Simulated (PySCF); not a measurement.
**Correlation energy of Ga (gallium, neutral)**

[Ar] 3d10 4s2 4p1, 2P determinant. Calculation: PySCF 2.14, in x2c-TZVPPall (6s5p4d1f, 48 functions); scalar relativity by spin-free X2C-1e. Frozen: [Ne]; 21 electrons correlated.

MP2 pair energies summed by pair of shells (mhartree):

```json
{"pair": "3d-3d", "energy": "-128.23", "share (%)": "37.9"}
{"pair": "3p-3d", "energy": "-89.80", "share (%)": "26.5"}
{"pair": "3p-3p", "energy": "-22.72", "share (%)": "6.7"}
{"pair": "3d-4s", "energy": "-20.66", "share (%)": "6.1"}
{"pair": "3s-3d", "energy": "-20.65", "share (%)": "6.1"}
{"pair": "4s-4s", "energy": "-19.83", "share (%)": "5.9"}
{"pair": "4s-4p", "energy": "-13.89", "share (%)": "4.1"}
{"pair": "3s-3p", "energy": "-11.49", "share (%)": "3.4"}
{"pair": "3d-4p", "energy": "-5.20", "share (%)": "1.5"}
{"pair": "3p-4s", "energy": "-3.40", "share (%)": "1.0"}
{"pair": "3s-3s", "energy": "-1.49", "share (%)": "0.4"}
{"pair": "3p-4p", "energy": "-0.59", "share (%)": "0.2"}
{"pair": "3s-4s", "energy": "-0.37", "share (%)": "0.1"}
{"pair": "3s-4p", "energy": "-0.09", "share (%)": "0.0"}
```

Total MP2 correlation energy: -338.42 mhartree.

Same-spin part -109.03 and opposite-spin part -229.39 mhartree; SCS-MP2 scales them by 1/3 and 6/5 to -311.61 mhartree.

This basis was not built for core-valence correlation, so the inner-shell part is incomplete.
